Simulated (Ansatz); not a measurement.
Frontier orbitals of CH8Al2Ge, SMILES `[AlH2][CH2][AlH][GeH3]`.

Total charge 0; spin multiplicity 1. Correlated methods include outer-core shells of Ge, which these sets cover unevenly. Scalar relativity is left out up to krypton. The structure was optimised at the PBE0-D4/def2-TZVP level. It is one conformer, not always the lowest. Basis def2-TZVPP, the Gaussian-basis code of Ansatz.

```
             functional  HOMO (eV)  LUMO (eV)  gap (eV)
                    PBE      -6.35      -2.73      3.62
                   BLYP      -6.20      -2.60      3.60
                   PBE0      -7.40      -2.00      5.40
                  B3LYP      -7.20      -2.18      5.02
HSE06 (plane-wave form)      -7.01      -2.37      4.64
                  BHLYP      -8.34      -1.23      7.11
                ωB97M-V      -9.40      -0.41      8.99
```

A quarter of exact exchange (PBE0) shifts PBE's HOMO by −1.05 eV and its LUMO by +0.73 eV; full exchange at long range (ωB97M-V) shifts them by −3.05 and +2.32 eV. The gap opens from 3.61 to 8.99 eV, since occupied levels lose self-interaction and empty ones feel all the electrons.

B3LYP here is the variant with VWN-RPA as its local correlation; programs differ in this.
